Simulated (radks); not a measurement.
Values are calculated unless marked as measured or tabulated.
These are the eigenvalues of the occupied orbitals of an atom or ion with whole-number occupations (eV). Code: a radial shooting solver on a logarithmic mesh with Libxc functionals. Model: non-relativistic Kohn-Sham, LDA (Slater exchange, Perdew-Wang correlation), spin-unpolarised, spherical densities, point nucleus.

| orbital | eigenvalue |
|---|---|
| 1s | -24538.75 |
| 2s | -3573.511 |
| 2p | -3330.052 |
| 3s | -683.9387 |
| 3p | -585.6896 |
| 3d | -403.4204 |
| 4s | -126.2585 |
| 4p | -95.0019 |
| 4d | -44.4945 |

Which element is it, and in what charge state? The configuration may be excited.

Answer. Z = 47, silver, charge +3: Ag3+ in [Kr] 4d8. The list shows which subshells hold electrons but not how many an open one holds; the 1s level, -901.78 hartree, gives Z - s = 42.5 by -(Z - s)^2/2, which with screening narrows Z to a few neighbours, and the depths of the outer levels then fix element, charge and occupations together.
